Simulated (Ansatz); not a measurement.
`B[BH][GeH3]` + H₂O → `O[BH][GeH3]` + BH₃ at 400 K and 1 bar (formal hydrolysis of a B–B bond).

Program: Ansatz. Geometries: PBE0-D4/def2-TZVP. ΔE: electronic, gas phase. CCSD(T)/CBS adds triple-zeta CCSD(T) − MP2 to the extrapolated MP2 energy (def2 sets, frozen cores). This one scheme is used for every species. For Ge outer-core shells are correlated without core-valence functions, which leaves a few kJ/mol of doubt a bond. Scalar relativity is left out up to krypton. Each species was taken in one conformer, which may not be the lowest.

```tsv
species	CCSD(T)/CBS energy (Eh)	H − E (kJ/mol)	S (J/(mol·K))
`B[BH][GeH3]`	-2129.23902	172.1	357.2
H₂O	-76.37941	69.8	198.6
`O[BH][GeH3]`	-2179.11235	158.3	335.7
BH₃	-26.55200	82.6	199.4
```

H − E and S are ideal-gas, rigid-rotor, harmonic terms from PBE0-D4/def2-TZVP, for one conformer and one mirror image of each species. 1 Eh = 2625.50 kJ/mol, R = 8.31446 J/(mol·K).

Task: By hand: ΔE, ΔH, ΔS and ΔG.

Result: ΔE = (-2179.11235) + (-26.55200) − (-2129.23902) − (-76.37941) = -0.04592 Eh = -120.6 kJ/mol. Δ(H − E) = 158.3 + 82.6 − 172.1 − 69.8 = -1.0, so ΔH = -121.6 kJ/mol. ΔS = 335.7 + 199.4 − 357.2 − 198.6 = -20.7 J/(mol·K). ΔG = -121.6 − 400 × (-20.7)/1000 = -113.3 kJ/mol.

Task: By hand: the equilibrium constant, and the temperature at which ΔG would vanish if ΔH and ΔS stayed fixed.

Result: log₁₀ K = −ΔG/(RT ln 10) = 14.8. ΔG = 0 at ΔH/ΔS = 5874 K, far beyond where these terms or the molecules hold.

ΔH outweighs TΔS. A doubt of 5 kJ/mol in ΔE shifts log₁₀ K by 0.7 here. Other conformers and mirror images would add mixing entropy, several J/(mol·K) or more a flexible species. These are equilibria of isolated gas molecules and say nothing of rates. Largest T1 diagnostic: 0.013 (customary marks: 0.02 for closed shells, 0.045 for open ones).
